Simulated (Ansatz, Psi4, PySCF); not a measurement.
Br2Ge, singlet, geometry from GFN2-xTB. Base run: B3LYP5/6-31G* in PySCF.

Here is a job for PySCF.
```python
from pyscf import gto, scf, dft

mol = gto.Mole()
mol.atom = '''
    Ge    0.016829    0.006877    1.033116
    Br    1.000092   -1.519612   -0.478604
    Br   -1.015479    1.513325   -0.465959
'''
mol.basis = '6-31g*'
mol.charge = 0
mol.spin = 0
mol.verbose = 4
mol.build()

mf = dft.RKS(mol)
mf.xc = 'b3lyp5'
mf.kernel()
```

The same geometry, method and basis name were run in Ansatz (a program for electronic structure) and Psi4 and PySCF, at each program's defaults and at the settings that a row names. The base is PySCF at its defaults. Differences at the defaults can come from grids, fitting, cores and function types together.

| code and settings | ΔE vs base (mEh) | basis functions | E (Eh) | SCF cycles | dipole (D) |
|---|---|---|---|---|---|
| PySCF, defaults (exact integrals, its default grid, spherical functions) | 0.000 | 96 | -7224.20037 | 9 | 2.05 |
| Psi4, defaults (density fitting with its default set, its default grid, Cartesian functions) | 351.6 | 105 | -7223.84874 | 9 | 2.05 |
| Ansatz, defaults (factorised integrals, its default grid, Cartesian functions) | -22.729 | 105 | -7224.22310 | - | - |
| PySCF, density fitting with def2-universal-jkfit | 0.023 | 96 | -7224.20034 | 9 | 2.05 |
| PySCF, fine grid | -0.034 | 96 | -7224.20040 | 9 | 2.05 |
| Psi4, exact integrals, spherical functions, fine grid | -0.028 | 96 | -7224.20040 | 11 | 2.05 |
| Ansatz, high accuracy, Cartesian functions as the basis file defines them | -22.731 | 105 | -7224.22310 | - | - |
